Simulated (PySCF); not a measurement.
Butyl formate, C5H10O2.
Geometry (PBE0-D3(BJ)/def2-SVP, Å), atoms numbered from 1 in this order:
```xyz
17
C5H10O2 angstrom
C     -2.8403   -0.1194    0.2787
C     -1.4203   -0.6016    0.0304
C     -0.3652    0.3810    0.5184
C      1.0415   -0.1065    0.2694
O      1.9501    0.8795    0.7590
C      3.2439    0.6192    0.6106
O      3.7055   -0.3637    0.1058
H     -3.0309    0.8388   -0.2307
H     -3.0267    0.0374    1.3531
H     -3.5834   -0.8441   -0.0861
H     -1.2682   -1.5771    0.5252
H     -1.2752   -0.7880   -1.0484
H     -0.4977    1.3567    0.0203
H     -0.4922    0.5672    1.5986
H      1.2387   -1.0643    0.7793
H      1.2333   -0.2739   -0.8036
H      3.8369    1.4594    1.0296
```

The closed-shell ground state was solved at several levels (PySCF, density fitting, gas phase, non-relativistic).

```json
{"level": "CAM-B3LYP/def2-SVPD", "basis functions": "226", "HOMO (eV)": "-9.84", "LUMO (eV)": "1.17", "gap (eV)": "11.01", "dipole (D)": "2.36"}
{"level": "LDA/def2-SVPD", "basis functions": "226", "HOMO (eV)": "-6.83", "LUMO (eV)": "-1.44", "gap (eV)": "5.39", "dipole (D)": "2.40"}
{"level": "LC-wPBE/def2-SVPD", "basis functions": "226", "HOMO (eV)": "-11.14", "LUMO (eV)": "2.38", "gap (eV)": "13.52", "dipole (D)": "2.35"}
{"level": "PBE0/aug-cc-pVDZ", "basis functions": "251", "HOMO (eV)": "-8.23", "LUMO (eV)": "-0.09", "gap (eV)": "8.14", "dipole (D)": "2.33"}
{"level": "PBE0/def2-SVP", "basis functions": "148", "HOMO (eV)": "-8.07", "LUMO (eV)": "0.39", "gap (eV)": "8.46", "dipole (D)": "2.14"}
{"level": "B3LYP/pcJ-1", "basis functions": "289", "HOMO (eV)": "-7.92", "LUMO (eV)": "-0.06", "gap (eV)": "7.86", "dipole (D)": "2.22"}
{"level": "HF/def2-SVPD", "basis functions": "226", "HOMO (eV)": "-12.60", "LUMO (eV)": "2.61", "gap (eV)": "15.21", "dipole (D)": "2.39"}
{"level": "B3LYP/def2-SVPD", "basis functions": "226", "HOMO (eV)": "-8.08", "LUMO (eV)": "-0.32", "gap (eV)": "7.76", "dipole (D)": "2.35"}
{"level": "PBE/def2-SVPD", "basis functions": "226", "HOMO (eV)": "-6.65", "LUMO (eV)": "-1.17", "gap (eV)": "5.48", "dipole (D)": "2.36"}
{"level": "PBE0/6-31G*", "basis functions": "118", "HOMO (eV)": "-7.91", "LUMO (eV)": "0.60", "gap (eV)": "8.51", "dipole (D)": "2.20"}
{"level": "PBE0/def2-SVPD", "basis functions": "226", "HOMO (eV)": "-8.33", "LUMO (eV)": "0.00", "gap (eV)": "8.33", "dipole (D)": "2.35"}
```

Q: What might PBE0/def2-TZVP (277 basis functions) give for the same quantities?

A: HOMO -8.21 eV, LUMO 0.15 eV, gap 8.36 eV, dipole 2.29 D.

Q: Over all these levels, which gives the widest orbital gap and which the narrowest?

A: HF/def2-SVPD (Hartree–Fock, all exact exchange) has the widest, 15.21 eV, and LDA/def2-SVPD (LDA) the narrowest, 5.39 eV. The two share the basis. From the narrowest to the widest the HOMO moves by -5.77 eV and the LUMO by +4.05 eV. The HOMO need not be the same orbital at Hartree–Fock and at DFT levels.

Q: How much does the basis alone move the frontier levels among the 5 PBE0 rows (the withheld one included)?

A: The HOMO by 0.42 eV and the LUMO by 0.69 eV. By rising basis size (HOMO, LUMO in eV): 6-31G* -7.91, 0.60; def2-SVP -8.07, 0.39; def2-SVPD -8.33, 0.00; aug-cc-pVDZ -8.23, -0.09; def2-TZVP -8.21, 0.15.

Q: In the def2-SVPD basis, how does the gap go with the fixed share of exact exchange?

A: LDA (0 %) 5.39 eV; PBE (0 %) 5.48 eV; B3LYP (20 %) 7.76 eV; PBE0 (25 %) 8.33 eV; HF (100 %) 15.21 eV. Each rise in the share widens the gap here.

Q: How far do the dipole and the HOMO energy spread over the levels?

A: The dipole runs from 2.14 to 2.40 D (mean 2.31 D) and the HOMO from -12.60 to -6.65 eV.

One conformer stands for the species.
